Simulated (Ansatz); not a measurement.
One change: `C=N[Si](N)(N)F` becomes `N[Si](N)(F)Cl`.

Ansatz, PBE0-D4/def2-TZVP geometries, multiplicity 1. Each molecule was computed in one conformer, which needn't be the lowest.

```
                                        property  `C=N[Si](N)(N)F`
             LUMO energy (B3LYP/def2-TZVPP) / eV             -1.04
         HOMO–LUMO gap (ωB97M-V/def2-TZVPP) / eV             10.78
           LUMO energy (ωB97M-V/def2-TZVPP) / eV              1.46
  size of the dipole moment (PBE/def2-TZVPP) / D              0.60
           HOMO energy (ωB97M-V/def2-TZVPP) / eV             -9.33
size of the dipole moment (B3LYP/def2-TZVPP) / D              0.52
```

Question: Give the same properties after the change, and the shifts. (Estimate.)

Answer: Computed: 
| property | `N[Si](N)(F)Cl` | shift |
| --- | --- | --- |
| LUMO energy (B3LYP/def2-TZVPP) / eV | 0.31 | 1.35 |
| HOMO–LUMO gap (ωB97M-V/def2-TZVPP) / eV | 12.50 | 1.72 |
| LUMO energy (ωB97M-V/def2-TZVPP) / eV | 2.10 | 0.64 |
| size of the dipole moment (PBE/def2-TZVPP) / D | 2.46 | 1.86 |
| HOMO energy (ωB97M-V/def2-TZVPP) / eV | -10.40 | -1.07 |
| size of the dipole moment (B3LYP/def2-TZVPP) / D | 2.48 | 1.96 |

With PBE0 the HOMO falls by 1.08 eV and the LUMO rises by 1.46 eV, so the gap widens by about 2.54 eV. PBE moves the HOMO by -1.05 eV and ωB97M-V by -1.07 eV. Dipoles are sizes alone; their direction can turn.

B3LYP here is the variant with VWN-RPA as its local correlation; programs differ in this.
